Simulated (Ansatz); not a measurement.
BClHNZn. The species carries charge 0 and has multiplicity 1. The bonds changed during the relaxation, so this is another structure than the one it started from. The structure was optimised at the PBE0-D4/def2-TZVP level.

```xyz
5

Cl   -0.637   -1.504    1.471
B     0.216   -0.237    0.745
N     0.843    0.688    0.222
Zn   -1.764   -0.377   -2.232
H     1.341    1.430   -0.205
```

Problem. What is the dipole moment at B3LYP/def2-TZVPP? (Best estimate.)

Solution. Computed: 0.40 D, with components (0.30, 0.24, 0.10) D in this frame, pointing from negative to positive charge.

Problem. And with PBE, r2SCAN, ωB97M-V? (An estimate is asked.)

Solution. The calculation gave: PBE 0.43 D, r2SCAN 0.43 D, ωB97M-V 0.36 D.

Problem. Give the Mulliken charges with B3LYP, PBE, ωB97M-V in def2-TZVPP. (Estimate.)

Solution. Computed: 
```tsv
atom	B3LYP	PBE	ωB97M-V
Cl1	-0.08	-0.08	-0.07
B2	0.03	-0.03	0.06
N3	-0.14	-0.10	-0.14
Zn4	-0.01	-0.01	-0.01
H5	0.20	0.21	0.16
```

B3LYP here is the variant with VWN-RPA as its local correlation; programs differ in this.
